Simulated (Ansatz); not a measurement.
Name a neutral molecule of C, F, O, S, Si and H with HOMO energy (PBE0/def2-TZVPP) between -7.90 and -7.60 eV and HOMO–LUMO gap (PBE0/def2-TZVPP) between 8.10 and 8.40 eV (Ansatz, PBE0-D4/def2-TZVP geometry).

`C[SiH](F)S[SiH](O)O` (-7.90 eV, 8.31 eV). Other molecules can fit too; these were computed, each in one conformer that needn't be the lowest.
